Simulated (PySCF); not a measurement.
## Si⁺: ionisation energy

Si⁺ [Ne] 3s2 3p1 (2P) → Si²⁺ [Ne] 3s2 (1S), as a difference of total energies. All numbers are calculated (PySCF 2.14, the spin-free X2C one-electron Hamiltonian (Gaussian nucleus), in aug-cc-pVDZ-DK). Correlated levels: valence: [Ne] frozen. The calculations carry no spin-orbit coupling.

| method | ionisation energy (eV) |
| --- | --- |
| UHF | 15.808 |
| MP2 (valence) | 15.979 |
| SCS-MP2 (valence) | 15.959 |
| CCSD (valence) | 16.080 |
| CCSD(T) (valence) | 16.099 |
| CCSDT (valence) | 16.107 |
| FCI (valence) | 16.107 |

Task: How much does correlation contribute at CCSD(T) (valence)?

Result: 16.099 − (15.808) = 0.291 eV, measured against UHF.

Errors of the correlated levels include the incompleteness of this basis and the frozen core.

For comparison: 16.322 eV (measured; NIST levels, between the centres of gravity of the two terms).
